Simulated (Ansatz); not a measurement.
C2H3ClGe (`[Cl][GeH]1[CH]=[CH]1`) at its PBE0-D4/def2-TZVP geometry, where that method's forces vanish. Total charge 0; spin multiplicity 1.

| atom | x (Å) | y (Å) | z (Å) |
| --- | --- | --- | --- |
| Cl1 | -2.593 | -0.141 | 0.688 |
| Ge2 | -0.482 | -0.539 | 0.582 |
| C3 | 0.485 | -0.048 | -0.964 |
| C4 | 0.699 | 0.823 | 0.021 |
| H5 | -0.157 | -1.687 | 1.526 |
| H6 | 0.791 | -0.151 | -1.999 |
| H7 | 1.258 | 1.744 | 0.145 |

(1) For each bond, give half the difference of the two atoms' forces along it (eV/Å; positive pushes the atoms apart) under PBE-D4, r2SCAN-D4, B3LYP-D4, ωB97M-V in def2-TZVPP. (Estimate.)

Results:

(1) Computed: 
```
   bond  length (Å)  PBE-D4  r2SCAN-D4  B3LYP-D4  ωB97M-V
Cl1–Ge2       2.151    0.12       0.04      0.21     0.06
 Ge2–C3       1.888    0.32       0.10      0.23     0.06
 Ge2–C4       1.888    0.32       0.10      0.23     0.06
 Ge2–H5       1.522   -0.07      -0.10     -0.16    -0.14
  C3–C4       1.333    0.44       0.13      0.10     0.06
  C3–H6       1.084   -0.09      -0.06     -0.15    -0.10
  C4–H7       1.084   -0.09      -0.06     -0.15    -0.10
```

B3LYP here is the variant with VWN-RPA as its local correlation; programs differ in this.
